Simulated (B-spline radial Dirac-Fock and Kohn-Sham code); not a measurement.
## What relativity does to the binding energies of Co⁹⁺

System: cobalt as Co⁹⁺, configuration [Ne] 3s2 3p6.

Both columns are ΔSCF binding energies of the configuration average from a radial finite-basis atomic code: non-relativistic Hartree-Fock with a point nucleus, and Dirac-Fock with a finite nucleus and the Coulomb interaction alone, averaged over the two j levels with weights 2j+1.

| shell | Hartree-Fock (eV) | Dirac-Fock (eV) | shift (eV) | shift (%) |
| --- | --- | --- | --- | --- |
| 1s | 7896.8 | 7973.1 | +76.34 | +0.97 |
| 2s | 1170.0 | 1186.0 | +16.07 | +1.37 |
| 2p | 1038.9 | 1041.7 | +2.79 | +0.27 |
| 3s | 319.2 | 322.3 | +3.13 | +0.98 |
| 3p | 274.1 | 274.7 | +0.64 | +0.23 |

Relativity binds 1s, 2s, 2p, 3s, 3p more strongly, among those listed most of all 2s in relative terms.

Values without a named source are computed, but for edge energies of neutral atoms, which are taken from tables.
